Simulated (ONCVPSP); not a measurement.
# Configuration tests for zinc (ONCV)

Zn (Z = 30), optimised norm-conserving Vanderbilt (ONCV), made with ONCVPSP 4.0.1 (LDA (Perdew-Wang 92), fully relativistic). Core [Ne], reference 3s2 3p6 3d10 4s1.75 4p0.25. Waves: 3s+4s: rc 0.90 bohr, ncon 3, nbas 7, qcut 11.1 1/bohr, 2 projectors; 3p+4p: rc 1.10 bohr, ncon 5, nbas 8, qcut 14 1/bohr, 2 projectors; 3d: rc 0.75 bohr, ncon 5, nbas 10, qcut 21.6 1/bohr, 2 projectors, debl 3.7 Ha. Local part: polynomial inside 0.75 bohr (lpopt 5, dvloc0 -1 Ha). Core correction: polynomial model core, fcfact 0.4.

Open shells are filled in proportion to 2j + 1.

Energies are relative to the spin-unpolarised reference configuration 3s2 3p6 3d10 4s1.75 4p0.25; without spin polarisation the order of configurations can differ from experiment. Not all tests gave a result: 1 of 4 tests not solved or not reliable.

| valence configuration | charge | ΔE all-electron (eV) | error AE − PS (meV) |
| --- | --- | --- | --- |
| 3s2 3p6 3d10 4s2 4p0 | 0 | -1.257 | -0.1 |
| 3s2 3p6 3d10 4s1 4p0 | +1 | 8.927 | +0.7 |
| 3s2 3p6 3d10 4s1.5 4p0 | +0.5 | 2.818 | +0.2 |
